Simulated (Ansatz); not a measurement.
`CC(C)[S][Al]([CH3])[CH3]`, charge 0, multiplicity 1.

Task: Give a relaxed structure at PBE0-D4/def2-TZVP (Ansatz 0.2.0). (Estimate.)

Result: The calculation gave: 
Z-matrix (Å, degrees):
```
C
C 1 1.518
H 1 1.094 2 110.1
H 1 1.093 2 110.7 3 -119.4
H 1 1.091 2 111.4 3 120.4
S 2 1.842 1 108.4 3 -179.7
C 2 1.517 1 112.0 3 58.0
H 2 1.092 1 109.0 3 -63.1
Al 6 2.182 2 103.5 1 145.7
H 7 1.093 2 110.6 1 62.3
H 7 1.095 2 110.3 1 -57.4
H 7 1.092 2 111.5 1 -177.7
C 9 1.955 6 119.3 2 -2.0
C 9 1.949 6 116.6 2 178.9
H 13 1.095 9 111.1 6 -69.2
H 13 1.093 9 111.4 6 171.2
H 13 1.094 9 112.3 6 50.2
H 14 1.095 9 110.8 6 -119.4
H 14 1.092 9 112.4 6 1.3
H 14 1.095 9 111.0 6 122.3
```
This is one stationary point; other conformers may exist.
